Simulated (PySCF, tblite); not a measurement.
Isomers of [C6H16P]+ (charge +1), one GFN2-xTB conformer each. Single-point energies are computed at PBE0/pcSseg-1 (PySCF, gas phase, no added dispersion term), electronic only.

```
              SMILES  GFN2-xTB relative energy (kcal/mol)
        CCCC[PH2+]CC                                  9.7
CC[C@@H](C)[PH+](C)C                                  0.0
```

Conformers: `[CH3:1][CH2:2][CH2:3][CH2:4][PH2+:5][CH2:6][CH3:7]` (charge +1) with C1–C2–C3–C4 -176°, C2–C3–C4–P5 -54°, C3–C4–P5–C6 -162°, C4–P5–C6–C7 -178°; `[CH3:1][CH2:2][C@@H:3]([CH3:4])[PH+:5]([CH3:6])[CH3:7]` (charge +1) with C1–C2–C3–C4 -65°, C2–C3–P5–C6 171°.

Task: What does PBE0/pcSseg-1 give for the same structures?

Result: 
```csv
SMILES,PBE0/pcSseg-1 E (Eh),PBE0/pcSseg-1 (kcal/mol),GFN2-xTB (kcal/mol),point group
CC[C@@H](C)[PH+](C)C,-578.93275,0.0,0.0,C1
CCCC[PH2+]CC,-578.91033,14.1,9.7,C1
```

Both levels put the same isomer lowest. 

Task: Which frontier levels and rotational constants go with these structures?

Result: 
```csv
SMILES,"HOMO (eV, PBE0/pcSseg-1)",LUMO (eV),"A, B, C (MHz)"
CC[C@@H](C)[PH+](C)C,-13.54,-3.64,"2710, 1612, 1182"
CCCC[PH2+]CC,-13.11,-4.22,"5992, 771.2, 714.0"
```

Task: What happens when harmonic zero-point energies from GFN2-xTB frequencies are added?

Result: 
```tsv
SMILES	ZPE (kcal/mol)	electronic (kcal/mol)	with ZPE (kcal/mol)
CC[C@@H](C)[PH+](C)C	127.7	0.0	0.0
CCCC[PH2+]CC	127.9	14.1	14.3
```

The zero-point energies span 0.2 kcal/mol. The order is unchanged.
